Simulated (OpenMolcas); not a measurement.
An atom or ion with 5 electrons was computed by XMS-CASPT2, IPEA 0.25 Eh, imaginary shift 0.1 Eh with spin-orbit coupling (OpenMolcas, ANO-RCC-VTZP, DKH2). The lowest levels that the run gave, each within 12 % of the measured value where one is at hand:

```tsv
J	Parity	E (cm-1)	g
1/2	odd	0.0	0.666
3/2	odd	1292	1.334
1/2	even	99790	2.670
3/2	even	100240	1.735
5/2	even	100970	1.601
3/2	even	179440	0.800
5/2	even	179450	1.200
1/2	even	232300	2.000
1/2	even	250750	0.668
3/2	even	251610	1.334
```

Problem. Which ion is it, and what are the configurations and terms?

Solution. Ne VI (Z = 10, charge +5; active space 3 electrons in 8 orbitals (2s 2p 3s 3p)). J, parity and g give the terms where levels are pure, and mixed ones are named by the computed weights; the size of the splittings, set against known spectra of the 5-electron sequence, gives the charge. In order, with the measured energies in cm-1 (NIST levels in Podobedova, Fuhr, Reader and Wiese, J. Phys. Chem. Ref. Data 33, 525 (2004)): 2s2 2p 2P* 1/2, 2s2 2p 2P* 3/2 (1310), 2s 2p2 4P 1/2, 2s 2p2 4P 3/2, 2s 2p2 4P 5/2, 2s 2p2 2D 3/2 (179021), 2s 2p2 2D 5/2 (178992), 2s 2p2 2S 1/2 (230853), 2s 2p2 2P 1/2 (249292), 2s 2p2 2P 3/2 (250112).

Term energies are means over components that CASPT2 splits; among the terms shown or strongly mixed into the levels shown the widest spread is 30 cm-1 (2s 2p2 2D). Active for correlation alone: 3p 3s; no level in the range computed is led by a configuration that fills them, so any true level of that kind is missing. Computed and measured levels are paired by configuration, term and J; levels that our copy of the source lacks, or whose pairing is in doubt (as where it misses far off the trend of its configuration), stay unpaired and out of the deviations. Only configurations of the active space appear.

* marks odd parity.
